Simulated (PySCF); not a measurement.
**Zr²⁺ (zirconium, charge +2) across methods**

[Kr] 4d1 5p1, one real determinant (an excited configuration). Calculation: PySCF 2.14, in aug-cc-pVTZ-PP with one added diffuse shell each of s, p, d, f, g type with ECP28MDF (7s7p6d4f3g, 113 functions); a scalar-relativistic core potential.

| method | E (hartree) | mean ε 4p β (eV) | mean ε 4d α (eV) | mean ε 5p α (eV) | Σ⟨r²⟩ (bohr²) | ⟨S²⟩ |
| --- | --- | --- | --- | --- | --- | --- |
| wB97X | -45.7739 | -55.569 | -25.036 | -16.029 | 35.07 | 2.001 |
| PBE | -45.7840 | -50.731 | -21.397 | -14.159 | 34.83 | 2.000 |
| LDA | -45.6321 | -50.649 | -21.253 | -14.143 | 34.88 | 2.000 |
| PBE0 | -45.7763 | -52.940 | -22.844 | -14.661 | 35.00 | 2.001 |
| r2SCAN | -45.8016 | -51.539 | -21.617 | -14.139 | 34.96 | 2.001 |
| UHF | -45.41686 | -58.405 | -26.512 | -15.709 | 36.05 | 2.003 |
| BP86 | -45.8312 | -50.849 | -21.470 | -14.239 | 34.72 | 2.000 |
| MN15 | -45.6977 | -53.426 | -23.064 | -14.682 | 35.08 | 2.000 |

⟨L²⟩ = 8.02 against 12 for a pure F term, so this real determinant mixes terms. Energies and moments cover only the electrons outside the core potential.
